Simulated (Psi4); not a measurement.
A dimer, H2O ··· CS2 (SMILES O and S=C=S); the first 3 atoms form monomer A.

```
6

O     -0.0008     0.3896     0.0000
H      0.7654    -0.1932     0.0000
H     -0.7646    -0.1964     0.0000
S     -0.5434     0.5640    -4.5734
C     -0.3296    -0.8341    -3.9326
S     -0.1158    -2.2322    -3.2918
```

Task: What interaction energy does SAPT0/jun-cc-pVDZ, frozen core (Psi4 1.11) give, and which attractive term is the largest?

Result: Total -0.38 kcal/mol: electrostatics -0.19, exchange 0.23, induction -0.09, dispersion -0.34. The most attractive term is dispersion.
